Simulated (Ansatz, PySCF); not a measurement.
F₂Si, SMILES F[Si]F (connectivity only; charge and spin as stated), charge +1, multiplicity 2. Atoms are numbered in the order given.

```xyz
3

F      0.0000    -1.3291     0.3404
Si     0.0000     0.0000    -0.4298
F      0.0000     1.3291     0.3404
```
Charge +1, spin multiplicity 2.

Geometry: r2SCAN-D4/def2-TZVP. The isomer is the one that the SMILES or the coordinates give; other isomers of the formula were not compared.

Two levels are set side by side: PBE-D3(BJ)/def2-TZVP (Ansatz, a quantum-chemistry and plane-wave program) and r2SCAN-D4/def2-TZVP (Ansatz). Each level has its own optimised geometry; the coordinates shown are those of the second. Frequencies come from the Hessian of PySCF at each geometry. Differences are taken from unrounded values.

| quantity | r2SCAN-D4 | PBE-D3(BJ) | PBE-D3(BJ) minus r2SCAN-D4 |
|---|---|---|---|
| mean bond length (Å) | 1.536 | 1.555 | 0.018 |
| bond F1–Si2 (Å) | 1.536 | 1.555 | 0.018 |
| bond Si2–F3 (Å) | 1.536 | 1.555 | 0.018 |
| highest harmonic wavenumber (cm⁻¹) | 1124 | 1068 | -56 |
| mean harmonic wavenumber (cm⁻¹) | 783 | 740 | -43 |
| zero-point energy (kcal/mol) | 3.36 | 3.17 | -0.18 |
